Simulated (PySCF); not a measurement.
C3H12GeSi, SMILES CCC[SiH2][GeH3] (GFN2-xTB optimised geometry):

```
17

C      1.595    -0.679    -1.263
C      1.015    -1.299     0.000
C     -0.511    -1.299     0.000
Si    -1.280     0.445     0.000
Ge    -0.083     1.827     1.460
H      1.324     0.373    -1.334
H      1.217    -1.191    -2.146
H      2.680    -0.754    -1.262
H      1.379    -2.326     0.095
H      1.375    -0.742     0.873
H     -0.860    -1.833     0.886
H     -0.871    -1.863    -0.862
H     -1.285     1.017    -1.352
H     -2.680     0.336     0.427
H      1.242     2.326     0.958
H      0.276     1.223     2.788
H     -0.784     3.094     1.854
```

Method: B3LYP/def2-SVP in PySCF.

### Question
What are the frontier orbital energies and the dipole moment?

### Answer
HOMO-2 -8.86 eV, HOMO-1 -8.40 eV, HOMO -7.96 eV, LUMO 0.33 eV, LUMO+1 0.56 eV; dipole moment 1.25 D.

On the same geometry PBE/def2-SVP run with PySCF 2.14.0 gives HOMO-2 -7.74 eV, HOMO-1 -7.33 eV, HOMO -7.00 eV, LUMO -0.32 eV, LUMO+1 -0.09 eV; dipole moment 1.24 D.

Meta-Löwdin charges at B3LYP/def2-SVP: C1 -0.28, C2 -0.14, C3 -0.38, Si4 0.43, Ge5 0.10, H6 0.09, H7 0.09, H8 0.10, H9 0.09, H10 0.08, H11 0.10, H12 0.10, H13 -0.10, H14 -0.10, H15 -0.06, H16 -0.06, H17 -0.06.
